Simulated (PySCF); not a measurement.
Si(CCH)(F)(H)2 (C₂H₃FSi), SMILES C#C[SiH2]F. Heavy atoms are numbered as in [SiH2:1]([F:2])[C:3]#[CH:4]. Hydrogens are named by the atom that carries them.

Geometry optimised at PBE0-D3(BJ)/def2-SVP.

Calculation: PBE0/pcSseg-1 run with PySCF.

GIAO shieldings, no solvent; atoms alike by connectivity are averaged. δ = σ(ref) − σ: ²⁹Si against TMS (σ = 352.7 ppm); ¹⁹F against CFCl3 (σ = 167.2 ppm); ¹³C against TMS (σ = 186.3 ppm); ¹H against TMS (σ = 31.56 ppm), references at their B3LYP-D3(BJ)/def2-TZVP geometries, non-relativistic.

Computed chemical shifts:
```json
[
 {"nucleus": "²⁹Si", "atoms": "Si1 (SiH2)", "count": "1", "δ (ppm)": "-29.7"},
 {"nucleus": "¹⁹F", "atoms": "F2", "count": "1", "δ (ppm)": "-219.5"},
 {"nucleus": "¹³C", "atoms": "C4 (CH)", "count": "1", "δ (ppm)": "108.4"},
 {"nucleus": "¹³C", "atoms": "C3", "count": "1", "δ (ppm)": "86.9"},
 {"nucleus": "¹H", "atoms": "H on Si1", "count": "2", "δ (ppm)": "5.34"},
 {"nucleus": "¹H", "atoms": "H on C4", "count": "1", "δ (ppm)": "2.87"}
]
```
